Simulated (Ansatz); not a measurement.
Wavefunction ladder for CH₆FGaSi, SMILES `FC[SiH2][GaH2]`

| atom | x (Å) | y (Å) | z (Å) |
| --- | --- | --- | --- |
| F1 | 0.648 | -1.383 | -0.459 |
| C2 | -0.510 | -0.747 | -1.010 |
| Si3 | -0.734 | 0.861 | 0.012 |
| Ga4 | 1.231 | 0.277 | 1.283 |
| H5 | -1.325 | -1.465 | -0.916 |
| H6 | -0.295 | -0.587 | -2.068 |
| H7 | -0.692 | 2.041 | -0.896 |
| H8 | -2.065 | 0.850 | 0.679 |
| H9 | 1.094 | -0.589 | 2.585 |
| H10 | 2.648 | 0.742 | 0.792 |

The species carries charge 0 and has multiplicity 1. Correlated methods include outer-core shells of Ga, which these sets cover unevenly. Scalar relativity is left out up to krypton. The geometry is a stationary point of PBE0-D4/def2-TZVP. It is one conformer, not always the lowest. Frozen core, restricted reference, Ansatz 0.2.0.

```json
{"basis": "def2-SVP", "HF (Eh)": "?", "MP2 corr.": "?", "CCSD corr.": "-0.67984", "(T)": "-0.01813", "CCSD(T) total": "?"}
{"basis": "def2-TZVPP", "HF (Eh)": "-2353.01841", "MP2 corr.": "-0.78072", "CCSD corr.": "?", "(T)": "-0.02923", "CCSD(T) total": "?"}
{"basis": "def2-QZVPP", "HF (Eh)": "?", "MP2 corr.": "-1.07288", "CCSD corr.": "–", "(T)": "–", "CCSD(T) total": "–"}
```

Question: Fill in the withheld values. (An estimate is asked.)

Answer: Computed: def2-SVP HF (Eh): -2352.49874; def2-SVP MP2 corr.: -0.64121; def2-SVP CCSD(T) total: -2353.19671; def2-TZVPP CCSD corr.: -0.81855; def2-TZVPP CCSD(T) total: -2353.86619; def2-QZVPP HF (Eh): -2353.07392.
